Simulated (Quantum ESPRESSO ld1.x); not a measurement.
ld1.x (Quantum ESPRESSO 7.5) input

```
 &input
    zed=52.0,
    iswitch=1,
    rel=2,
    dft='PBE',
    config='[Kr] 4d6.5',
    rel_dist='average',
    lsmall=.true.,
    prefix='ld1',
    max_out_wfc=37,
    file_charge='ld1.rho',
 /
```

Command: `OMP_NUM_THREADS=1 ld1.x < ld1.in > ld1.out`

It prints (banner and zero overlaps left out):

```
     Program LD1 v.7.5 starts

     --------------------------- All-electron run ----------------------------

     dirac relativistic calculation

     atomic number is 52.00
     dft =PBE   lsd =0 sic =0 latt =0  beta=0.20 tr2=1.0E-14
     Exchange-correlation= PBE
                           (   1   4   3   4   0   0   0)
     mesh =2071 r(mesh) = 100.35925 a.u. xmin = -8.00 dx = 0.00800
     1 Ry =  13.60569312 eV, c = 137.03599908

     n l j   nl                  e(Ry)          e(Ha)          e(eV)
     Spin orbit split results
     1 0 0.5 1S 1( 2.00)     -2335.7571     -1167.8785    -31779.5939
     2 0 0.5 2S 1( 2.00)      -368.8076      -184.4038     -5017.8832
     2 1 0.5 2P 1( 2.00)      -346.3447      -173.1724     -4712.2599
     2 1 1.5 2P 1( 4.00)      -326.1666      -163.0833     -4437.7221
     3 0 0.5 3S 1( 2.00)       -83.2831       -41.6415     -1133.1238
     3 1 0.5 3P 1( 2.00)       -74.0567       -37.0284     -1007.5931
     3 1 1.5 3P 1( 4.00)       -70.2821       -35.1410      -956.2361
     4 0 0.5 4S 1( 2.00)       -23.7433       -11.8717      -323.0442
     4 1 0.5 4P 1( 2.00)       -20.4843       -10.2422      -278.7032
     4 1 1.5 4P 1( 4.00)       -19.7045        -9.8522      -268.0928
     3 2 1.5 3D 1( 4.00)       -54.0379       -27.0190      -735.2236
     3 2 2.5 3D 1( 6.00)       -53.2468       -26.6234      -724.4599
     4 2 1.5 4D 1( 2.60)       -14.3677        -7.1839      -195.4828
     4 2 2.5 4D 1( 3.90)       -14.2338        -7.1169      -193.6603
     Averaged results
     1 0     1S 1( 2.00)     -2335.7571     -1167.8785    -31779.5939
     2 0     2S 1( 2.00)      -368.8076      -184.4038     -5017.8832
     2 1     2P 1( 6.00)      -332.8926      -166.4463     -4529.2347
     3 0     3S 1( 2.00)       -83.2831       -41.6415     -1133.1238
     3 1     3P 1( 6.00)       -71.5403       -35.7701      -973.3551
     4 0     4S 1( 2.00)       -23.7433       -11.8717      -323.0442
     4 1     4P 1( 6.00)       -19.9644        -9.9822      -271.6296
     3 2     3D 1(10.00)       -53.5633       -26.7816      -728.7654
     4 2     4D 1( 6.50)       -14.2873        -7.1437      -194.3893

     final scf error:  2.9E-15 reached in  22 iterations

     Etot =  -13537.937848 Ry,   -6768.968924 Ha, -184193.027883 eV

     Ekin =   14321.448737 Ry,    7160.724368 Ha,  194853.236586 eV
     Encl =  -32362.561220 Ry,  -16181.280610 Ha, -440315.076633 eV
     Eh   =    4843.697854 Ry,    2421.848927 Ha,   65901.866577 eV
     Exc  =    -340.523219 Ry,    -170.261609 Ha,   -4633.054413 eV
```

Run on one thread of a shared host, so times are rough (Intel(R) Xeon(R) Processor @ 2.60GHz): 0.71 s of CPU time, 0.78 s wall, 22 iterations on 2071 mesh points.
